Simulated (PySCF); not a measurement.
# ScS₂⁻: from structure and modes to constants

Computed with B3LYP in PySCF with Sc def2-SVPD, S def2-SVPD; no relativity; density-fitted integrals.

The singlet minimum has C2v symmetry. Masses (u): Sc 44.95591, S 31.97207.

```xyz
3
charge -1 multiplicity 1, angstrom
Sc    0.0000    0.0000   -0.3850
S     2.1736    0.0000    0.2707
S    -2.1736    0.0000    0.2707
```

Harmonic wavenumbers (cm⁻¹): 72.7 (a1, ×1), 416.4 (a1, ×1), 511.3 (b2, ×1).

What is the harmonic zero-point energy?

Half the sum of all 3 wavenumbers, 1000/2 = 500 cm⁻¹, which is 6.0 kJ/mol (1 cm⁻¹ = 0.0119627 kJ/mol).

Find the vibrational entropy and heat capacity at 298.15 K.

With u = 1.43878 ω/T, each mode gives S = R[u/(eᵘ−1) − ln(1−e⁻ᵘ)] and C = R u² eᵘ/(eᵘ−1)².
```tsv
ω (cm⁻¹)	u	S (J/(mol K))	C (J/(mol K))
72.7	0.351	17.07	8.23
416.4	2.009	3.78	6.00
511.3	2.467	2.64	5.13
```
The sums over all modes are S = 23.5 and C = 19.4 J/(mol K); the softest mode gives 73 % of the entropy.

This need not be the most stable arrangement of these atoms. The lowest empty level of this anion is unbound, so it and the gap depend on the basis.
